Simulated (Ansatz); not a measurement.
Basis-set extrapolation for C3H8BFO2, SMILES `CC(C)OB(O)F` (PBE0-D4/def2-TZVP geometry, frozen core, Ansatz 0.2.0). Multiplicity 1, RHF reference.

```tsv
	def2-TZVPP	def2-QZVPP
HF	-392.463923	-392.482239
MP2 correlation	-1.336956	-1.439356
CCSD(T) correlation	-1.426137	not run
```

Energies in hartree. Use E(X) = E(∞) + A·exp(−7.88·√X) for Hartree–Fock and E(X) = E(∞) + B·X^(−2.97) for correlation, with X = 3 and 4, and add CCSD(T) minus MP2 of the smaller set to the MP2 limit.

Question: What is the CCSD(T) energy at the basis-set limit?

Answer: HF limit: -392.482239 + (-0.018316) × 0.13774 = -392.48476. MP2 limit: -1.439356 + (-0.102400) × 0.74074 = -1.51521. Higher-order term: -1.426137 − (-1.336956) = -0.08918. Total: -394.08915 hartree, 522.7 kJ/mol below CCSD(T)/def2-TZVPP.
